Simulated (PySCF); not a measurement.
# Which orbitals make which state

Species: SnEt(NHMe)3, C₅H₁₇N₃Sn.
SMILES: `C[CH2][Sn]([NH]C)([NH]C)[NH]C`

Level of theory: TDDFT CAM-B3LYP/def2-SVPD, vertical, gas phase, core orbitals frozen in the response, def2 core potentials past Kr in PySCF. One conformer (not necessarily the lowest) at the PBE0-D3(BJ)/def2-SVP geometry, without solvent, vibrations or thermal averaging. Spin–orbit coupling is left out.

Orbital energies (eV): HOMO-3 -9.32, HOMO-2 -8.20, HOMO-1 -7.53, HOMO -7.42, LUMO 0.71, LUMO+1 1.43, LUMO+2 1.67.

Computed singlets:

```csv
state,E (eV),f
S1,5.15,0.046
S2,5.31,0.035
S3,5.66,0.0095
S4,6.24,0.0052
S5,6.36,0.038
S6,6.38,0.012
S7,6.53,0.0008
S8,6.61,0.012
S9,6.69,0.051
S10,6.77,0.035
```

Problem. Assign a leading configuration to S1 and S2 and set E beside the orbital difference Δε.

Solution. 

```json
{"state": "S1", "leading configuration": "HOMO→LUMO", "weight": "0.80", "Δε (eV)": "8.13", "E (eV)": "5.15", "E − Δε (eV)": "-2.98", "f": "0.046", "other configurations": "–"}
{"state": "S2", "leading configuration": "HOMO-1→LUMO", "weight": "0.67", "Δε (eV)": "8.24", "E (eV)": "5.31", "E − Δε (eV)": "-2.93", "f": "0.035", "other configurations": "H-1→L+1 (9%)"}
```

E − Δε runs from -2.98 to -2.93 eV. Among themselves, these states come in the order of their orbital differences.

H and L stand for HOMO and LUMO. The other states: S3 5.66 eV, f 0.0095, H-2→L (52%), H→L+3 (14%), H-1→L+1 (12%); S4 6.24 eV, f 0.0052, H→L+1 (47%), H→L+4 (14%), H→L+2 (14%); S5 6.36 eV, f 0.038, H-1→L+1 (26%), H→L+2 (18%), H→L+3 (18%); S6 6.38 eV, f 0.012, H→L+2 (35%), H-1→L+1 (16%), H-1→L+4 (9%); S7 6.53 eV, f 0.0008, H-1→L+4 (27%), H-1→L+3 (22%), H-1→L+2 (20%); S8 6.61 eV, f 0.012, H→L+3 (24%), H-2→L (13%), H-1→L+3 (12%); S9 6.69 eV, f 0.051, H→L+4 (24%), H-1→L+2 (14%), H→L+1 (9%); S10 6.77 eV, f 0.035, H→L+4 (15%), H-1→L+2 (15%), H-1→L+4 (11%).

Triplets (Tamm–Dancoff): T1 4.68 eV, H→L (67%), H→L+1 (10%); T2 4.88 eV, H-1→L (56%), H-1→L+1 (12%), H-1→L+4 (8%); T3 5.26 eV, H-2→L (48%), H→L+3 (13%), H-1→L+1 (8%); T4 6.07 eV, H→L+1 (30%), H-1→L+1 (18%), H→L+4 (10%).

Summed over the main configurations (up to three a state, each over 8%) of all 10 singlets, the electron leaves HOMO with weight 3.12, HOMO-1 with weight 2.60 and HOMO-2 with weight 0.65.

The run took 3.6 min of wall time (with the writing of density and orbital grids) on Arm Neoverse V1, one thread, shared host with 64 logical CPUs at a one-minute load of 30, and the process peaked at 2.0 GiB of memory.
